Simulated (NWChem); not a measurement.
Species: BBr3; SMILES BrB(Br)Br

Results from NWChem. Medium grid unless said otherwise, to which SCAN and Minnesota functionals are sensitive. Structure relaxed at the PBE0/def2-SVP level. Hybrids' shares of exact exchange are those that their runs print; pure functionals count as 0. The functionals differ in more than this share.

```
row                                     share of exact exchange  highest occupied level (eV)
--------------------------------------  -----------------------  ---------------------------
LDA (Slater exchange, VWN5)/def2-TZVPD                     0.00                        -7.20
PBE/def2-TZVPD                                             0.00                        -7.04
B3LYP/def2-TZVPD                                           0.20                        -8.05
PBE0/def2-TZVPD                                            0.25                        -8.33
M06-2X/def2-TZVPD                                          0.54                        -9.54
Hartree-Fock/def2-TZVPD                                    1.00                     withheld
```

Q: Fit a straight line of the last column on the one before it, predict the withheld value, and compare with the run.

A: 
1. Means of the 5 shown rows: x = 0.198, y = -8.032. Slope Σ(x − x̄)(y − ȳ)/Σ(x − x̄)² = -0.8924/0.1981 = -4.505; intercept -7.140.
2. The shown rows scatter about the line by 0.061 (root mean square); the largest residual is +0.10, at PBE/def2-TZVPD.
3. At x = 1.00 (Hartree-Fock/def2-TZVPD; beyond the shown range) the line gives -11.64.
4. The run gives -11.24, +0.40 from the line, 6.5 times the scatter.
